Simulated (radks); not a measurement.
Q: The mean radii <r> (bohr) of the occupied orbitals of an atom or ion are listed with their occupations. All-electron calculation, Dirac Kohn-Sham, PBE, spin-unpolarised, spherical densities, point nucleus. Program: a radial shooting solver on a logarithmic mesh with Libxc functionals.

orbital  occ.      <r>
1s1/2       2  0.03706
2s1/2       2   0.1623
2p1/2       2   0.1386
2p3/2       4   0.1430
3s1/2       2   0.4576
3p1/2       2   0.4540
3p3/2       4   0.4644
3d3/2       4   0.4482
3d5/2       6   0.4517
4s1/2       2    1.149
4p1/2       2    1.234
4p3/2       2    1.255

Name the element and its charge. Open shells, if any, fill j = l - 1/2 first.

A: Z = 40, zirconium, charge +6: Zr6+ in [Ar] 3d10 4s2 4p4. The 1s radius gives Z: for a bare nucleus <r> = (2 gamma + 1)/(2Z) with gamma = sqrt(1 - (Z/c)^2), 0.03641 bohr for Z = 40, and screening makes it slightly larger (0.03706 here). The occupations add up to 34, and the charge is Z minus that.
